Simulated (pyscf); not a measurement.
H₃Si–Ta(Cl)(Cl)(Cl)–Cl (SMILES [SiH3][Ta]([Cl])([Cl])([Cl])[Cl]), singlet

Gas-phase minimum from PySCF at ωB97X-D3(BJ)/def2-SVP, one conformer. 

```xyz
9

Si    -0.2236    -1.0805    -2.2654
Ta    -0.5981    -1.0686     0.3092
Cl     1.5535    -0.2405     0.2090
Cl    -1.4351     0.8800     1.1603
Cl    -0.0419    -2.9987     1.3733
Cl    -2.6751    -1.7924    -0.3875
H     -1.0847    -2.0560    -2.9870
H      1.2006    -1.2738    -2.6508
H     -0.6502     0.3131    -2.6035
```

Bonded distances (Å): Si1–Ta2 2.602, Si1–H7 1.488, Si1–H8 1.488, Si1–H9 1.496, Ta2–Cl3 2.308, Ta2–Cl4 2.285, Ta2–Cl5 2.273, Ta2–Cl6 2.307. Bond angles (°): Ta2–Si1–H7 113.6, Ta2–Si1–H8 113.2, Ta2–Si1–H9 100.3, H7–Si1–H8 110.1, H7–Si1–H9 109.6, H8–Si1–H9 109.6, Si1–Ta2–Cl3 79.9, Si1–Ta2–Cl4 115.2, Si1–Ta2–Cl5 115.1, Si1–Ta2–Cl6 80.2, Cl3–Ta2–Cl4 93.0, Cl3–Ta2–Cl5 95.6, Cl3–Ta2–Cl6 159.9, Cl4–Ta2–Cl5 129.7 (the first ones only).

Properties at ωB97X-D3(BJ)/def2-SVP:

```yaml
harmonic_wavenumbers_unscaled: 64, 66, 81, 125, 135, 137, 160, 187, 315, 375, 394, 401, 417, 455, 575, 874, 930, 966, 2231, 2272, 2279 cm⁻¹
zero_point_energy: 19.2 kcal/mol
rotational_symmetry_number: 1
Entropy of this conformer at 298 K and 1 atm, rigid rotor and harmonic oscillator, modes under 100 cm⁻¹ raised to 100: 440.0 J/(mol K)
dipole_moment: 0.33 D
```

Single-point totals, which compare only within one level:

| level | total energy (hartree) |
|---|---|
| ωB97X-D3(BJ)/def2-TZVP | -2189.53053 |
| PBE/def2-TZVP | -2188.55707 |
| r²SCAN/def2-TZVP | -2189.31761 |
| B3LYP-D3(BJ)/def2-TZVP | -2189.55134 |
| PBE0-D3(BJ)/def2-TZVP | -2188.69838 |
| M06-2X/def2-TZVP | -2189.22929 |
| ωB97M-D3(BJ)/def2-TZVP | -2189.61917 |

Soft torsions are taken as harmonic, which can shift the entropy by several J/(mol K). Elements past Kr carry the def2 core potentials, without spin-orbit coupling.
